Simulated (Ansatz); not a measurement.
## Which method gave which barrier?

Saddle point of Si2H8SO, closed shell (SiH₄SO ([OH][SiH2][SH]) + SiH₄ → Si₂H₆O ([OH][SiH2][SiH3]) + H₂S; bonds formed: Si1–Si7, S2–H6; bonds broken: Si1–S2, H6–Si7), PBE0-D4/def2-TZVP structure:

Si1  (0.361, -0.169, -0.981)
S2  (1.999, 0.623, 0.888)
H3  (-0.902, -0.553, -1.694)
H4  (1.271, -1.332, -1.042)
O5  (0.617, 1.258, -1.734)
H6  (0.336, -0.073, 0.742)
Si7  (-1.333, -0.710, 0.870)
H8  (1.406, 1.793, 1.187)
H9  (1.410, 1.703, -1.417)
H10  (-2.380, 0.268, 0.489)
H11  (-1.162, -0.740, 2.345)
H12  (-1.622, -2.068, 0.347)
(Å)

Program: Ansatz 0.2.0. Basis: def2-TZVPP, with def2-QZVPP for the basis limit. Cores are frozen in the correlated methods. B3LYP uses VWN-RPA correlation. Extrapolation: Hartree–Fock as exp(−7.88 √X), correlation as X^−2.97. Four methods, as single points on the PBE0-D4 structures, gave these electronic barriers from the start structure: 2.062, 2.550, 2.872, 3.596 eV.

The methods were, in alphabetical order, B3LYP-D4, BHLYP-D4, HF, PBE-D4. Which gave which? (A judgement: the text doesn't fix the answer.)

The calculation gives: PBE-D4 2.062; B3LYP-D4 2.550; BHLYP-D4 2.872; HF 3.596 eV. For comparison, CCSD(T) at an estimated basis limit (MP2 extrapolated from triple and quadruple zeta, plus CCSD(T) − MP2 in triple zeta) gives 2.652 eV.

The T1 diagnostic stays at or below 0.015.

Labels in which every atom is bracketed show which atoms are joined, not bond orders.

For scale, one of the runs: CCSD(T)/def2-TZVPP, 269 basis functions, launched by `ansatz run in.yaml --threads 4 --pin off --events-out ev --progress --plain --max-ram 9574MiB`. Hardware: 4 CPU threads of an Intel Xeon Platinum 8259CL, shared host. Wall time 2.7 min; peak host memory 6.3 GiB.
